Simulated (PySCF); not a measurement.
# Dy²⁺ (dysprosium, charge +2) across methods

[Xe] 4f9 6s1, one real determinant (an excited configuration). All numbers are calculated (PySCF 2.14, the spin-free X2C one-electron Hamiltonian (Gaussian nucleus), in x2c-TZVPPall).

| method | E (hartree) | mean ε 4f α (eV) | mean ε 4f β (eV) | mean ε 6s α (eV) | Σ⟨r²⟩ (bohr²) | ⟨S²⟩ |
| --- | --- | --- | --- | --- | --- | --- |
| PBE0 | -12155.76 | -31.057 | -26.900 | -17.622 | 46.97 | 12.002 |
| r2SCAN | -12156.12 | -28.098 | -24.230 | -17.168 | 46.98 | 12.004 |
| PBE | -12155.87 | -27.751 | -24.145 | -17.042 | 46.95 | 12.002 |
| LDA | -12147.32 | -28.071 | -24.161 | -17.328 | 46.86 | 12.002 |

Question: Estimate the same row for UHF.

Answer: E (hartree) = -12151.76363; mean ε 4f α (eV) = -40.187; mean ε 4f β (eV) = -34.110; mean ε 6s α (eV) = -18.915; Σ⟨r²⟩ (bohr²) = 47.37; ⟨S²⟩ = 12.005.

⟨L²⟩ = 24.01 against 30 for a pure H term, so this real determinant mixes terms. Spin-orbit coupling, absent here, splits the open shell strongly.
